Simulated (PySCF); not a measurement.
**Spin–spin coupling constants**

Geometry:
```csv
atom,x (Å),y (Å),z (Å)
C1,-2.259,-1.060,0.933
C2,-1.441,-0.026,0.754
C3,-1.642,1.455,0.529
C4,-0.271,1.468,-0.188
C5,0.037,0.083,0.435
C6,0.687,-0.993,-0.422
C7,2.088,-0.621,-0.810
N8,2.543,-0.397,-1.971
H9,-3.337,-0.917,1.051
H10,-1.880,-2.085,0.969
H11,-1.622,2.024,1.474
H12,-2.529,1.762,-0.044
H13,-0.382,1.396,-1.281
H14,0.421,2.290,0.044
H15,0.613,0.216,1.370
H16,0.710,-1.940,0.145
H17,0.078,-1.167,-1.326
H18,2.793,-0.506,0.035
H19,1.800,-0.532,-2.668
```

Method: B3LYP/pcJ-1 (spin–dipole term only in couplings to heteroatoms)//PBE0-D3(BJ)/def2-SVP, PySCF 2.14.0 with density-fitted response routines; isolated molecule, single conformer, non-relativistic. Couplings are averaged over pairs made equivalent by symmetry, fast rotation or ring inversion, so a value needn't be that of the named pair in this geometry, while other rotamers aren't included; one pair stands for each set, and the list holds a selection of those of at least 1.5 Hz over up to four bonds.

Isotopes: ¹³C, ¹H, ¹⁵N.

```json
{"pair": "C1, C2", "bonds": "1", "J (Hz)": "?"}
{"pair": "C1, H9", "bonds": "1", "J (Hz)": "?"}
{"pair": "C1, H10", "bonds": "1", "J (Hz)": "166.2"}
{"pair": "C2, C3", "bonds": "1", "J (Hz)": "36.1"}
{"pair": "C3, H11", "bonds": "1", "J (Hz)": "139.3"}
{"pair": "C3, H12", "bonds": "1", "J (Hz)": "145.9"}
{"pair": "C4, H13", "bonds": "1", "J (Hz)": "140.0"}
{"pair": "C4, H14", "bonds": "1", "J (Hz)": "?"}
{"pair": "C5, H15", "bonds": "1", "J (Hz)": "137.4"}
{"pair": "C6, C7", "bonds": "1", "J (Hz)": "38.0"}
{"pair": "C6, H16", "bonds": "1", "J (Hz)": "?"}
{"pair": "C6, H17", "bonds": "1", "J (Hz)": "134.6"}
{"pair": "C7, H18", "bonds": "1", "J (Hz)": "173.6"}
{"pair": "N8, H19", "bonds": "1", "J (Hz)": "?"}
{"pair": "C4, H15", "bonds": "2", "J (Hz)": "-5.1"}
{"pair": "C2, H16", "bonds": "3", "J (Hz)": "3.2"}
{"pair": "C3, H9", "bonds": "3", "J (Hz)": "7.7"}
{"pair": "C4, H16", "bonds": "3", "J (Hz)": "11.2"}
{"pair": "C5, H9", "bonds": "3", "J (Hz)": "12.0"}
{"pair": "C6, H13", "bonds": "3", "J (Hz)": "?"}
{"pair": "C7, H15", "bonds": "3", "J (Hz)": "3.0"}
{"pair": "H11, H13", "bonds": "3", "J (Hz)": "10.9"}
{"pair": "H12, H14", "bonds": "3", "J (Hz)": "?"}
{"pair": "H9, H11", "bonds": "4", "J (Hz)": "?"}
{"pair": "H9, H12", "bonds": "4", "J (Hz)": "-2.0"}
{"pair": "H12, H15", "bonds": "4", "J (Hz)": "-3.6"}
```

Task: Estimate the withheld couplings, with signs.

Result: 
- ¹J(C1,C2) = 79.9 Hz (bond length 1.330 Å)
- ¹J(C1,H9) = 168.4 Hz (bond length 1.094 Å)
- ¹J(C4,H14) = 147.2 Hz (bond length 1.099 Å)
- ¹J(C6,H16) = 131.3 Hz (bond length 1.105 Å)
- ¹J(N8,H19) = -45.0 Hz (bond length 1.028 Å)
- ³J(C6,H13) = 5.7 Hz (dihedral angle 25°)
- ³J(H12,H14) = 2.6 Hz (dihedral angle 104°)
- ⁴J(H9,H11) = -3.5 Hz
